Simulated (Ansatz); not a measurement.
Cost and result for the atomization energy of CH₅AsN₂Si (`N=C1[SiH2]N[AsH]1`) (10 atoms, 10 bonds).

```tsv
atom	x (Å)	y (Å)	z (Å)
N1	0.807	-2.092	-0.108
C2	0.471	-0.890	-0.012
Si3	-0.865	0.181	-0.836
N4	-0.107	1.508	-0.052
As5	1.179	0.707	1.034
H6	1.597	-2.350	0.486
H7	-0.890	0.239	-2.324
H8	-2.240	-0.162	-0.371
H9	-0.255	2.500	-0.071
H10	0.302	0.359	2.254
```

Total charge 0; spin multiplicity 1. Correlated methods include outer-core shells of As, which these sets cover unevenly. Scalar relativity is left out up to krypton. The structure was optimised at the PBE0-D4/def2-TZVP level. It is one conformer, not always the lowest. Program: Ansatz. All runs use 4 threads of an Intel Xeon Platinum 8259CL on a shared host. Times are those of one run each, without the atoms' runs, and a repeat can differ threefold. Electronic energies, without spin–orbit coupling; frozen cores. CCSD(T)/CBS adds CCSD(T) − MP2 in def2-TZVPP to the MP2 limit, and its time is that of the two runs behind it. T1 = 0.014. With those shells the extrapolation isn't a true limit. B3LYP takes the VWN-RPA correlation (the form of Gaussian; ORCA's B3LYP/G). HSE06 is the plane-wave form, built on full-range PBE exchange.

CCSD(T)/CBS is a level of theory with its own doubt, some kJ/mol a heavy atom from the limit and from the frozen cores, so smaller differences don't rank the functionals.

```tsv
level	functions	wall time
LDA (SPW92)/def2-TZVPP	253	1.5 s
revPBE-D4/def2-TZVPP	253	2.3 s
PBE-D4/def2-TZVPP (with forces)	253	2.9 s
BHLYP-D4/def2-TZVPP	253	3.9 s
HSE06-D4/def2-TZVPP	253	4.2 s
r2SCAN-D4/def2-TZVPP (with forces)	253	4.8 s
r2SCANh-D4/def2-TZVPP	253	5.5 s
B3LYP-D4/def2-TZVPP (with forces)	253	6 s
B97M-V/def2-TZVPP	253	7 s
CCSD(T)/def2-SVP	117	8.5 s
MP2/def2-QZVPP	480	32 s
CCSD(T)/def2-TZVPP	253	2.5 min
CCSD(T)/CBS(def2)	–	3 min
```

Task: What atomization energy does each give, and how far from CCSD(T)/CBS? (Estimate.)

Result: Computed: 
```
                             level  atomization (kcal/mol)  difference from CCSD(T)/CBS  per bond
            LDA (SPW92)/def2-TZVPP                   949.4                        142.3      14.2
              revPBE-D4/def2-TZVPP                   813.3                          6.2       0.6
   PBE-D4/def2-TZVPP (with forces)                   835.9                         28.8       2.9
               BHLYP-D4/def2-TZVPP                   779.9                        -27.2      -2.7
               HSE06-D4/def2-TZVPP                   810.4                          3.3       0.3
r2SCAN-D4/def2-TZVPP (with forces)                   807.2                          0.1       0.0
             r2SCANh-D4/def2-TZVPP                   798.7                         -8.4      -0.8
 B3LYP-D4/def2-TZVPP (with forces)                   815.7                          8.6       0.9
                 B97M-V/def2-TZVPP                   813.5                          6.4       0.6
                  CCSD(T)/def2-SVP                   732.4                        -74.7      -7.5
                    MP2/def2-QZVPP                   806.6                         -0.5       0.0
                CCSD(T)/def2-TZVPP                   777.9                        -29.2      -2.9
                 CCSD(T)/CBS(def2)                   807.1                          0.0       0.0
```

From r2SCAN to r2SCAN0 (25 % exact exchange), in def2-TZVPP and without D4, the atomization energy moves by −21.0 kcal/mol: exact exchange takes away binding that semilocal exchange gives to molecules. Leaving LDA and LC-ωPBE aside and taking each functional with its dispersion term where it has one, the values spread over 56.0 kcal/mol, from BHLYP-D4 to PBE-D4. LDA lies +120.3 kcal/mol from PBE without D4, its usual overbinding. At CCSD(T), def2-SVP lies −74.7 kcal/mol from the extrapolated value and def2-TZVPP −29.2 kcal/mol: correlation converges slowly with the basis, and small sets miss more of it in the bonded molecule than in its fragments.
